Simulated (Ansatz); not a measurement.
The pair A = GeH4O2 (SMILES [OH][GeH2][OH]) (first 7 atoms), B = CH4 (SMILES C); geometry from B3LYP-D3(BJ)/def2-TZVP.
(charge 0, multiplicity 1):
```xyz
12

O      1.0036    -0.9543    -0.0097
Ge    -0.4769     0.0225    -0.2424
O     -0.3037     1.5951     0.5834
H      1.7881    -0.5392    -0.3830
H     -0.6777     0.4025    -1.7147
H     -1.5773    -0.8407     0.3862
H     -0.1994     1.5004     1.5363
C      0.3812    -0.1175     3.5292
H      0.5535    -0.6589     4.4581
H      0.8506     0.8642     3.6014
H      0.8138    -0.6714     2.6972
H     -0.6936    -0.0060     3.3823
```

Frozen-core correlation. Filled d and f shells under p-block atoms count as core. MP2 and its Hartree–Fock in aug-cc-pVTZ are density fitted.

Codes used: Ansatz (Gaussian basis) for Hartree–Fock, density functionals and correlated methods. 

The counterpoise-corrected interaction energy is E(AB) − E(A in the pair's basis) − E(B in the pair's basis). Total energies (hartree):

```
level                           AB  A in the pair's basis  B in the pair's basis
-------------------  -------------  ---------------------  ---------------------
HF/aug-cc-pVDZ       -2267.6592785          -2227.4603341            -40.1999166
MP2/aug-cc-pVDZ      -2268.3499681          -2227.9797875            -40.3683232
HF/aug-cc-pVTZ       -2267.7885074          -2227.5758612            -40.2135468
MP2/aug-cc-pVTZ      -2268.6231827          -2228.2061450            -40.4145757
CCSD(T)/aug-cc-pVDZ  -2268.4151675          -2228.0169803            -40.3961682
```

Q: Work out the counterpoise-corrected interaction energy at the basis-set limit: extrapolate the MP2 correlation part as X⁻³, take Hartree–Fock from the larger set, and add the CCSD(T) − MP2 difference of aug-cc-pVDZ.

A: 
1. Differences (1 hartree = 627.509 kcal/mol): HF/aug-cc-pVDZ 0.610; MP2/aug-cc-pVDZ -1.166; HF/aug-cc-pVTZ 0.565; MP2/aug-cc-pVTZ -1.545; CCSD(T)/aug-cc-pVDZ -1.267.
2. Correlation parts, MP2 less HF: -1.776 in aug-cc-pVDZ (X = 2), -2.110 in aug-cc-pVTZ (X = 3).
3. Limit (3³·(-2.110) − 2³·(-1.776))/(3³ − 2³) = -2.251; with HF/aug-cc-pVTZ it gives -1.686.
4. CCSD(T) less MP2 in aug-cc-pVDZ: -0.101.
Result: -1.79 kcal/mol, against -1.17 at MP2/aug-cc-pVDZ. It is an estimate of this method's limit, not of the exact value.

Ansatz is a program for electronic structure.
